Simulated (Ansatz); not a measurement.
[ReO4]- (ReO₄⁻), relaxed as a singlet with RKS PBE0-D4/def2-SVPD in Ansatz, starting from the GFN2-xTB geometry. Force threshold 0.02 eV/Å.

In the def2 sets Re takes a core potential; there is no spin–orbit coupling. The relaxation made no stability test and no search for a lower SCF solution.

Start:

```tsv
atom	x (Å)	y (Å)	z (Å)
Re1	0.000	0.000	0.000
O2	-0.666	0.689	1.396
O3	-0.210	-1.679	0.044
O4	1.653	0.360	-0.074
O5	-0.777	0.631	-1.366
```

| step | energy (eV) | largest force component (eV/Å) | SCF passes |
| --- | --- | --- | --- |
| 1 | -10309.7530 | 2.541 | 16 |
| 2 | -10309.9436 | 0.041 | 26 |
| 3 | -10309.9437 | 0.001 | 22 |

Force components are those of the run's own axes.

End:

```tsv
atom	x (Å)	y (Å)	z (Å)
Re1	0.000	0.000	0.000
O2	-0.681	0.704	1.428
O3	-0.215	-1.718	0.045
O4	1.690	0.368	-0.076
O5	-0.794	0.645	-1.397
```

By distances, no bond broke or formed. The bond that changes most is Re1–O5, from 1.69 to 1.73 Å (atoms count from 1).

No frequencies were taken in this run, so the end may be a saddle point.

Run time 1.6 s (4 threads of AMD EPYC 9R45 on a shared host).
